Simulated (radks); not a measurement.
Results of a calculation; reference values are marked as such.
Problem. K2+, 17 electrons, occupied as [He] 2s2 2p5.5 3s2 3p5 3d0.5 (fractional occupations, a model configuration). Code: a radial shooting solver on a logarithmic mesh with Libxc functionals. Model: non-relativistic Kohn-Sham, r2SCAN, spin-polarised, spherical densities, point nucleus; open shells are filled with parallel spins first; meta-GGA in the generalised Kohn-Sham scheme. Some entries of the table are withheld. Estimate them.

| orbital | occ. | eigenvalue (hartree) | <r^2> (bohr^2) |
|---|---|---|---|
| 1s up | 1 | -131.2420 | 0.008935 |
| 1s down | 1 | -131.1654 | 0.008924 |
| 2s up | 1 | -14.53953 | 0.1751 |
| 2s down | 1 | -14.42730 | 0.1755 |
| 2p up | 3 | -11.93490 | (1) |
| 2p down | 2.5 | -11.79421 | (2) |
| 3s up | 1 | -2.25146 | 1.680 |
| 3s down | 1 | -2.15991 | 1.709 |
| 3p up | 3 | -1.59285 | 1.990 |
| 3p down | 2 | -1.50318 | 2.039 |
| 3d up | 0.5 | (3) | 3.488 |
| 3d down | 0 | (4) | 3.744 |

Solution. 
(1) 2p up <r^2> (bohr^2): 0.1475
(2) 2p down <r^2> (bohr^2): 0.1483
(3) 3d up eigenvalue (hartree): -0.62796
(4) 3d down eigenvalue (hartree): -0.54900
